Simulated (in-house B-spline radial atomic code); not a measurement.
Results of a calculation; reference values are marked as such.
Building a PAW s channel for Ge, r_c = 1.53 bohr

Ge, [Ar] 3d10 4s2 4p2, non-relativistic LDA (VWN5), spherical and spin-unpolarised, from an all-electron radial atomic-structure program (B-spline basis) (atomic units; all potentials screened as in the neutral atom).

Two all-electron partial waves φ1, φ2 are integrated outwards at E1 = ε(4s) = -0.426523 and E2 = E1 + 2 hartree; φ1 is the bound orbital and φ2 has unit norm inside r_c = 1.5337 bohr. Smooth partners are polynomials, r^1(a0 + a1 r² + a2 r⁴ + a3 r⁶), matched to φ and three derivatives at r_c, with no condition on the norm. The local potential is -9.97755 + (10.0376) r² + (-4.32445) r⁴ + (0.691156) r⁶ inside 1.2557 bohr and the all-electron one outside.

```tsv
wave	φ(r_c)	φ'(r_c)	a0	a1	a2	a3
1	0.7271056	0.2644865	0.05838639	0.5366	-0.2119221	0.02505207
2	0.925942	-2.214306	1.004759	0.6861016	-0.5461276	0.07736342
```

Inside r_c the overlaps are <φi φj> = [[0.22796, 0.46373], [0.46373, 1.00000]] and, for the smooth waves, [[0.22396, 0.50215], [0.50215, 1.28399]]. With χj = (Ej − T − V_local) applied to smooth wave j, the program's quadrature gives the matrix B_ij = <smooth i, χj> as [[0.33572, 1.23174], [1.15491, 4.44261]].

(1) Check the match of the first wave, and find the augmentation charges q_ij.

(2) B isn't symmetric. Show that D_ij = B_ij + Ej q_ij is.

Solving (T + V_local + Σ p D p) ψ = E (1 + Σ p q p) ψ in a sphere of 9 bohr gives these levels:

| all-electron | one projector | two projectors |
| --- | --- | --- |
| -0.426515 | -0.426515 | -10.102700 |
| 0.027520 | -0.390243 | -0.426515 |
| 0.330612 | 0.028758 | 0.027516 |
| 0.797127 | 0.333833 | 0.330600 |
| 1.413470 | 0.803365 | 0.797110 |

(3) What does the second projector gain?

Answers

(1) At r_c the four terms are 0.08955, 1.93585, -1.79837, 0.50007, which sum to 0.7271, φ1(r_c) to rounding. q_ij is the all-electron overlap less the smooth one: [[0.00400, -0.03842], [-0.03842, -0.28399]]. The smooth first wave has a norm of 0.2240 inside r_c against 0.2280, and q11 > 0 puts back the missing charge.

(2) Integrating by parts gives B12 − B21 = (E1 − E2) q12: 1.23174 − (1.15491) = 0.07683, and −2 × (-0.03842) = 0.07683. So D12 = 1.23174 + (1.573477)(-0.03842) = 1.17129 and D21 = 1.15491 + (-0.426523)(-0.03842) = 1.17130; D11 = 0.33402, D22 = 3.99576. The projectors, p = (B⁻¹)ᵀ χ, are dual to the smooth waves; det B = 0.069.

(3) With one projector the errors are 0.00 millihartree, and the level at -0.3902 is out of step with the all-electron series: an extra state, or one far too low, so the pairing ends there; skipping it, the next levels are off by +1.2, +3.2, +6.2 millihartree. With two a ghost lies below the reference level, so the set fails. The lowest eigenvalue of the overlap operator is 1 with one and 0.1086 with two projectors. The smooth orbital alone needs a cutoff of 8.65 hartree for 1 millihartree of kinetic energy, against 16.1 for a norm-conserving Troullier-Martins orbital of the same radius, which is no gain while the set fails.
